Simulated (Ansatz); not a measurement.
Consider the ligand exchange at the Al–O bond: `C[NH][AlH][OH]` + `O[SiH3]` → `C[NH][AlH][O][SiH3]` + H₂O.

Computed with Ansatz on PBE0-D4/def2-TZVP structures; ΔE is electronic, products minus reactants. CCSD(T)/CBS is the MP2 limit (def2-TZVPP, def2-QZVPP) plus CCSD(T) − MP2 in def2-TZVPP, frozen cores. This one scheme is used for every species. Functionals use def2-TZVPP. B3LYP here is the variant with VWN-RPA as its local correlation; programs differ in this. Each species was taken in one conformer, which may not be the lowest.

| level | ΔE (kcal/mol) |
| --- | --- |
| ωB97M-V | -6.6 |
| PBE | -5.0 |
| r2SCAN | -6.2 |
| B3LYP | -5.8 |

What does CCSD(T)/CBS give? (An estimate is asked.)

Ansatz gave: -7.5 kcal/mol. The listed levels differ from it by 0.9, 2.5, 1.3, 1.7 kcal/mol.

Largest T1 diagnostic among the species: 0.011.

From PBE to PBE0 (25 % exact exchange), in def2-TZVPP and without D4, ΔE moves by −1.0 kcal/mol. The D4 term adds −1.5 kcal/mol with B3LYP and −0.9 kcal/mol with PBE0; it sums over pairs of atoms, weighted by their polarisabilities, and B3LYP, whose exchange is more repulsive, gets the larger term.
